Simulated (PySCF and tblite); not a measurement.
2 E/Z isomers of C₆H₁₀N₂O, numbered alike:

| isomer | SMILES | descriptors (one enantiomer) |
| --- | --- | --- |
| A | [CH3:1]/[N:2]=[CH:3]\[C@@H:4]1[CH2:5][NH:6][C:7](=[O:8])[CH2:9]1 | 4S, 2=3 Z |
| B | [CH3:1]/[N:2]=[CH:3]/[C@@H:4]1[CH2:5][NH:6][C:7](=[O:8])[CH2:9]1 | 4S, 2=3 E |

Each isomer is a Boltzmann average at 298.15 K over at most 4 conformers: GFN2-xTB geometries, energies PBE0/pcSseg-1 (D3(BJ) added where defined), GIAO shieldings PBE0/pcSseg-1, GFN2-xTB thermal terms. Programs: PySCF with density fitting and tblite.

Task: What shifts does each isomer give (ppm; of two unlike H on one atom, a is the less shielded)?

Result: 
A: ¹H (against TMS): 7.66 (H3, 1H), 3.66 (H1, 3H), 3.64 (H4, 1H), 3.49 (H5a, 1H), 3.33 (H5b, 1H), 2.17 (H9a, 1H), 1.89 (H9b, 1H). ¹³C (against TMS): 174.4 (C7), 166.6 (C3), 47.4 (C5), 41.3 (C1), 34.9 (C9), 32.4 (C4). ¹⁵N (against NH3): 374.0 (N2), 124.8 (N6).

B: ¹H (against TMS): 7.74 (H3, 1H), 4.43 (H5a, 1H), 3.67 (H1, 3H), 3.31 (H5b, 1H), 2.93 (H4, 1H), 2.41 (H9a, 1H), 1.86 (H9b, 1H). ¹³C (against TMS): 173.8 (C7), 167.0 (C3), 50.3 (C1), 43.8 (C5), 43.8 (C4), 35.5 (C9). ¹⁵N (against NH3): 366.5 (N2), 126.0 (N6). H not on carbon is left out.

Task: Which carbons tell the isomers apart best?

Result: C4: 32.4 in A, 43.8 in B; C1: 41.3 in A, 50.3 in B; C5: 47.4 in A, 43.8 in B ppm.

The conformer set may be incomplete (the search or the number kept was capped). H on N, O and S are left out: they exchange, and hydrogen bonds move them by several ppm. Unscaled ¹⁵N shifts at such levels can be off by tens of ppm; differences between conformers or isomers are more reliable. Shifts are unscaled: against experiment ¹³C can be off by 15 ppm or more and ¹H by 0.8 ppm.


¹⁵N shifts are against a computed isolated NH3 molecule, about 20 ppm from the liquid.